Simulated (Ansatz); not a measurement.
Basis sets compared for the cluster Na5O3. Charge 0, multiplicity 2. Geometry r2SCAN-D4/def2-SVP. Ansatz on 4 threads of Arm Neoverse V1 on a shared host; times are rough, and most runs start from earlier orbitals.

```xyz
8

Na   -1.6225   -2.1712    1.9535
Na    0.6623    0.5858    0.9830
Na   -0.4400   -0.5009   -1.1250
Na    2.9367    0.9419   -2.0309
Na   -3.0469    0.6469    1.2412
O     1.7365   -0.2326   -0.7801
O    -1.2822   -0.4089    0.8895
O     1.0561    1.1390   -1.1312
```

The structure holds 1 bond(s) between oxygen atoms. At HF/STO-3G, HF/def2-TZVP the charge 0 doublet is spin-contaminated (final ⟨S²⟩ up to 1.00, 0.75 for a pure state). At HF/STO-3G the highest occupied level of the charge 0 doublet lies above zero (up to 7.29 eV). In Hartree–Fock with STO-3G the lack of diffuse functions raises the level. Another isomer (doublet) lies 0.05 eV lower at PBE0-D4/def2-TZVP; other spin states weren't run for this one.

```
           level  functions  energy (Eh)  HOMO (eV)  LUMO (eV)  wall time
       HF/STO-3G         60   -1020.4717       7.29      12.87      0.7 s
 PBE-D4/def2-SVP        117   -1035.9377      -2.09      -1.62      5.5 s
PBE0-D4/def2-SVP        117   -1035.9827      -2.39      -1.04      6.5 s
```

Problem. Estimate the rows for HF/def2-TZVP, PBE-D4/def2-TZVP (with forces), PBE0-D4/def2-TZVP.

Solution. 
```csv
level,functions,energy (Eh),HOMO (eV),LUMO (eV),wall time
HF/def2-TZVP,253,-1033.9721,-3.18,0.04,25 s
PBE-D4/def2-TZVP (with forces),253,-1036.5057,-2.08,-1.61,12 s
PBE0-D4/def2-TZVP,253,-1036.5462,-2.39,-1.04,17 s
```
